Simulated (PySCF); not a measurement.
# Bonding in `FS(F)(F)(F)(F)F`

Species: SF6.
SMILES with atom numbers: `[F:1][S:2]([F:3])([F:4])([F:5])([F:6])[F:7]`

Cartesian coordinates in Å at the PBE0-D3(BJ)/def2-SVP level; atoms count from 1:
```
atom  x, y, z in Å
F1     0.7482    0.8901   -0.9563
S2     0.0005    0.0022    0.1170
F3    -1.0538   -0.4307   -0.9784
F4    -0.9091    1.2362    0.5036
F5     0.9102   -1.2318   -0.2698
F6    -0.7482   -0.8864    1.1891
F7     1.0540    0.4349    1.2133
```

Bond orders from the PBE0/pcSseg-1 density (PySCF). Geometry: PBE0-D3(BJ)/def2-SVP; no solvent, vibrations or thermal averaging.

Where do the orders between heavy atoms depart from those drawn in the SMILES?

The largest departure is 0.051, at F1–S2 (drawn single, 0.949), S2–F3 (drawn single, 0.949), S2–F4 (drawn single, 0.949), S2–F5 (drawn single, 0.949) and 2 more.

Set the Mayer orders of the bonds beside their lengths.

```csv
bond,drawn as,length (Å),Mayer order
F1–S2,single,1.581,0.949
S2–F3,single,1.581,0.949
S2–F4,single,1.581,0.949
S2–F5,single,1.581,0.949
S2–F6,single,1.581,0.949
S2–F7,single,1.581,0.949
```

Sum the orders of all bonds at each heavy atom with more than one neighbour and set the sums beside the valence in the SMILES.

S2 5.694 (drawn 6). Orders between atoms that aren't bonded are not in these sums.

For a closed shell the Mayer order of atoms A and B is Σ (PS)μν (PS)νμ over the basis functions μ on A and ν on B, with P the density and S the overlap matrix.
